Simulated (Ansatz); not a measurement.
Constitutional and geometric isomers with formula H2Cl2Si2. All species are isolated molecules in the gas phase. Strings in code marks are SMILES.

Quantity: vertical ionisation energy (energy after one electron is removed minus that of the parent at the parent's geometry), in eV. The restricted reference of `[SiH2]=[Si](Cl)Cl` is unstable towards unrestricted orbitals.

Case: `[SiH2]=[Si](Cl)Cl`. Geometry of `Cl[Si](=[SiH2])Cl` (neutral, multiplicity 1, Å):

```xyz
6

Si    -1.2842     0.1705    -0.4562
Si     0.8400     0.0061     0.1584
Cl     2.2224    -0.9915    -0.9552
Cl     1.8088     1.5032     1.1415
H     -1.9453     0.5714     0.8252
H     -1.6417    -1.2597    -0.7138
```

**Question.** What vertical ionisation energy (energy after one electron is removed minus that of the parent at the parent's geometry) does frozen-core CCSD(T)/cc-pVQZ // PBE0-D3(BJ)/def2-TZVP (Ansatz, a first-principles code) give?

**Answer.** 8.48 eV.
